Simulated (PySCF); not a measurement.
**Atomic charges by several schemes**

Species: C7H8NOP.
Cartesian coordinates in Å at the GFN2-xTB level; atoms count from 1:
```
atom  x, y, z in Å
C1     3.5697   -1.0699    0.8981
O2     2.7503    0.0056    1.2902
C3     1.5188    0.0535    0.7419
P4     0.3924    1.1651    1.3199
C5    -0.9818    0.7398    0.1866
C6    -2.2767    0.6521    0.6936
C7    -3.3150    0.3516   -0.1716
N8    -3.1490    0.1558   -1.4689
C9    -1.9246    0.2609   -1.9565
C10   -0.8136    0.5537   -1.1838
H11    4.5450   -0.8961    1.3487
H12    3.6730   -1.1141   -0.1910
H13    3.1677   -2.0225    1.2587
H14    1.3026   -0.6685   -0.0425
H15   -2.4607    0.8114    1.7456
H16   -4.3329    0.2641    0.1863
H17   -1.8335    0.1097   -3.0249
H18    0.1596    0.6541   -1.6419
```

Density: PBE0/pcSseg-1 (PySCF); schemes: Mulliken, IAO, Hirshfeld and ESP-fitted. Isolated species at its GFN2-xTB geometry (one conformer only).

**Question.** Do the Mulliken, IAO, Hirshfeld and ESP-fitted schemes agree on where the charge is lowest?

**Answer.** The schemes don't all agree: Mulliken O2 (-0.432); IAO O2 (-0.292); Hirshfeld N8 (-0.166); ESP-fitted C6 (-0.786).

**Question.** At which atom do the 4 schemes differ most?

**Answer.** At C5: from -0.361 (Mulliken) to +0.728 e (ESP-fitted), 1.089 e apart.

**Question.** Give the atomic charges in each scheme.

**Answer.** In e:

| atom | environment | Mulliken | IAO | Hirshfeld | ESP-fitted |
| --- | --- | --- | --- | --- | --- |
| C1 | methoxy carbon | -0.047 | -0.208 | -0.027 | -0.277 |
| O2 | ether oxygen | -0.432 | -0.292 | -0.096 | -0.085 |
| C3 | carbon bonded to O, P and H | -0.087 | -0.167 | -0.017 | -0.048 |
| P4 | phosphorus bonded to 2 C | +0.403 | +0.289 | +0.043 | -0.257 |
| C5 | substituted aromatic carbon | -0.361 | -0.159 | -0.044 | +0.728 |
| C6 | aromatic CH carbon | -0.129 | -0.183 | -0.060 | -0.786 |
| C7 | aromatic CH next to a ring nitrogen | +0.165 | -0.009 | +0.016 | +0.572 |
| N8 | pyridine-type nitrogen | -0.414 | -0.281 | -0.166 | -0.729 |
| C9 | aromatic CH next to a ring nitrogen | +0.168 | -0.010 | +0.014 | +0.539 |
| C10 | aromatic CH carbon | -0.144 | -0.190 | -0.061 | -0.748 |
| H11 | methyl hydrogen | +0.135 | +0.171 | +0.061 | +0.145 |
| H12 | methyl hydrogen | +0.110 | +0.138 | +0.048 | +0.140 |
| H13 | methyl hydrogen | +0.116 | +0.142 | +0.049 | +0.137 |
| H14 | hydrogen on C3 | +0.137 | +0.138 | +0.044 | +0.123 |
| H15 | aromatic hydrogen | +0.088 | +0.158 | +0.049 | +0.258 |
| H16 | aromatic hydrogen | +0.105 | +0.157 | +0.052 | +0.025 |
| H17 | aromatic hydrogen | +0.102 | +0.155 | +0.050 | +0.031 |
| H18 | aromatic hydrogen | +0.086 | +0.152 | +0.044 | +0.232 |

Mean size of the charges over all atoms: ESP-fitted 0.326 e, Mulliken 0.179 e, IAO 0.167 e, Hirshfeld 0.052 e. Each set sums to the total charge, 0, to within 0.001 e. The IAO scheme projects the occupied orbitals on a minimal set of polarised atomic orbitals and counts the electrons in each atom's part of it.

**Question.** How many electrons does the Hirshfeld scheme count on C7?

**Answer.** Z − q = 6 − (+0.016) = 5.984.

**Question.** How closely do the schemes follow one another over all atoms?

**Answer.** Correlation coefficient and root-mean-square difference: IAO with Hirshfeld 0.91, 0.128 e; Mulliken with Hirshfeld 0.87, 0.166 e; Mulliken with IAO 0.87, 0.107 e; Hirshfeld with ESP-fitted 0.55, 0.392 e; IAO with ESP-fitted 0.39, 0.388 e; Mulliken with ESP-fitted 0.30, 0.412 e.

**Question.** Sum the charges by element, for elements with more than one atom.

**Answer.** 
| element | atoms | Mulliken | IAO | Hirshfeld | ESP-fitted |
| --- | --- | --- | --- | --- | --- |
| C | 7 | -0.436 | -0.926 | -0.178 | -0.020 |
| H | 8 | +0.879 | +1.210 | +0.397 | +1.091 |

These values come from a run that also computed NMR shieldings. Time: 58 s wall (grids of density and orbitals included); peak memory 0.95 GiB. Hardware: Arm Neoverse V1, one thread, no GPU, shared host with 32 logical CPUs at a one-minute load of 14.
